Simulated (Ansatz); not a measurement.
Relaxation of AlBCl$_{2}$FH$_{3}$O (9 atoms, charge 0, multiplicity 1), to a largest force component of 0.03 eV/Å in at most 50 steps.

Method: RKS B3LYP-D4/def2-SVP (Ansatz).

```xyz
9
Properties=species:S:1:pos:R:3
B -0.142 -0.239 -0.457
Cl -0.106 -0.385 2.606
F 0.961 0.487 -0.428
Cl -1.680 0.575 -0.796
O -0.076 -1.598 -0.289
Al -1.000 -3.041 -0.543
H -0.753 -4.168 0.532
H -1.903 -3.149 -1.832
H 0.546 -1.226 1.799
```

Q: Where does it end, and by what steps?

A: The run converged. The force dipped under the threshold on the way, but the program's further checks kept it going. After 10 steps the energy has fallen by 0.091 eV; Cl2 moved furthest, 0.57 Å.

```tsv
step	energy less start (eV)	largest force component (eV/Å)	accepted
0	0.0000	1.238	yes
1	-0.0405	0.690	yes
2	-0.0488	0.928	yes
3	-0.0616	0.657	yes
4	-0.0784	0.180	yes
5	-0.0830	0.110	yes
6	-0.0896	0.081	yes
7	-0.0904	0.047	yes
8	-0.0880	0.184	no
9	-0.0909	0.028	yes
10	-0.0911	0.022	yes
```

```xyz
9
Properties=species:S:1:pos:R:3
B -0.132 -0.181 -0.611
Cl -0.131 -0.908 2.831
F 0.952 0.578 -0.578
Cl -1.680 0.610 -0.997
O -0.061 -1.488 -0.347
Al -0.992 -2.955 -0.450
H -0.756 -3.968 0.726
H -1.861 -3.181 -1.741
H 0.509 -1.251 1.759
```

The run took 24 s on 4 threads of Arm Neoverse V1, with other jobs on the host, peak memory 0.27 GiB.
